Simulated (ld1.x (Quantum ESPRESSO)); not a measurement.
Ru: one change to a TM potential, before and after

ld1.x (Quantum ESPRESSO) 7.5 input, shortened:

```
&input
   title='Ru', zed=44., rel=2, dft='PBE', iswitch=3,
   config='[Kr] 4d7.5 5s0.5 5p0', rel_dist='average'
 /
 &inputp
   pseudotype=2, tm=.true., lloc=0,
   nlcc=.true., rcore=1.10
 /
3
4P  2  1   6.00   0.00  1.35  1.35  0.0
4D  3  2   7.50   0.00  1.45  1.45  0.0
5S  1  0   0.50   0.00  2.05  2.05  0.0
 &test
   configts(1)='4p6 4d7.5 5s0.5 5p0'
 /
```

Open shells are filled in proportion to 2j + 1 (rel_dist='average').

Change: wave 4d (bound): rc 1.45 bohr becomes 4d (bound): rc 1.00 bohr.

Cutoffs: the cutoffs (Ry, on a coarse ladder) from which the occupation-weighted sum of valence levels, in a spherical-Bessel basis at the reference potential, stays within 10 and 1 mRy of its value at 400 Ry; they do not see the model core or the augmentation charge, which bear on the density cutoff. Errors are all-electron minus pseudo energies relative to the spin-unpolarised reference configuration.

Question: What does the change do?

Answer: The potential gets harder (70 Ry and 120 Ry → 160 Ry and 260 Ry); the errors of the 7 common tests hardly move; neither file shows a bound ghost at the reference potential, the only one tested. A smaller radius makes the pseudo-wave follow the all-electron one further in, where it bends more sharply, so more plane waves are needed.

```tsv
quantity	base	changed
cutoff, loose	70 Ry	160 Ry
cutoff, tight	120 Ry	260 Ry
loose cutoff by channel (10 mRy a level)	p 55 Ry, d 45 Ry, s 12 Ry	p 55 Ry, d 120 Ry, s 12 Ry
bound ghosts	none	none
error for 4p6 4d7 5s1 5p0, meV [ΔE 0.32 eV]	-11	-10
error for 4p6 4d7 5s0 5p0, meV [ΔE 7.61 eV]	-8.8	-7.6
error for 4p6 4d6 5s0 5p0, meV [ΔE 25.80 eV]	-124	-120
error for 4p6 4d4 5s0 5p0, meV [ΔE 100.92 eV]	-1014	-1013
error for 4p6 4d6 5s1 5p1, meV [ΔE 5.97 eV]	-666	-663
error for 4p6 4d8 5s0 5p0, meV [ΔE -0.02 eV]	-9.6	-10
error for 4p6 4d6 5s1 5p0, meV [ΔE 10.43 eV]	-83	-80
s: phases at 2.25 bohr within 0.05 rad from the reference energy up to (Ry; the scan ends near 5)	0.3	0.3
p1/2: phases at 2.25 bohr within 0.05 rad from the reference energy up to (Ry; the scan ends near 5)	-1.2	-1.2
p3/2: phases at 2.25 bohr within 0.05 rad from the reference energy up to (Ry; the scan ends near 5)	-1.1	-1.1
d3/2: phases at 2.25 bohr within 0.05 rad from the reference energy up to (Ry; the scan ends near 5)	1.4	1.4
d5/2: phases at 2.25 bohr within 0.05 rad from the reference energy up to (Ry; the scan ends near 5)	1.5	1.5
```

Base: These tests converged, but a pseudo level misses the all-electron one widely, so the file describes the atom poorly there or has found another state: 4p6 4d4 5s0 5p0: empty 5p by 3.6 eV. Changed file: These tests converged, but a pseudo level misses the all-electron one widely, so the file describes the atom poorly there or has found another state: 4p6 4d4 5s0 5p0: empty 5p by 3.6 eV.
